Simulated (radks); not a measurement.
Values are calculated unless marked as measured or tabulated.
F, 9 electrons, occupied as [He] 2s2 2p5 (the NIST ground configuration).

Code: a radial shooting solver on a logarithmic mesh with Libxc functionals. Model: non-relativistic Kohn-Sham, PBE, spin-unpolarised, spherical densities, point nucleus.

Energy parts (Ry):
| part | energy |
|---|---|
| total | -199.30140 |
| kinetic | 198.78978 |
| electron-nucleus | -476.94899 |
| Hartree | 99.26234 |
| exchange-correlation | -20.40454 |

Orbitals (lengths in bohr, moments of r in powers of bohr; <r^-3> diverges for s and p1/2):
| orbital | occ. | eigenvalue (Ry) | <r^2> | <r^-3> |
|---|---|---|---|---|
| 1s | 2 | -48.70337 | 0.04207 | - |
| 2s | 2 | -2.19171 | 1.232 | - |
| 2p | 5 | -0.81741 | 1.638 | 7.777 |

The highest occupied level is 2p at -11.121 eV. The density falls to 0.001 e/bohr^3 at r = 3.13 bohr. The electron density at the nucleus is 450.1 e/bohr^3. For comparison, the ionisation energy in NIST's Atomic Spectra Database is 17.423 eV (measured). In exact Kohn-Sham theory the highest level is minus the ionisation energy, but local and semilocal functionals leave it too shallow, through self-interaction and a potential that decays too fast; potentials with the right tail come closer. Virial ratio -V/T = 2.00257.

Beside tabulated values, note that spin-unpolarised runs miss the spin-polarisation part of the exchange energy of open shells.
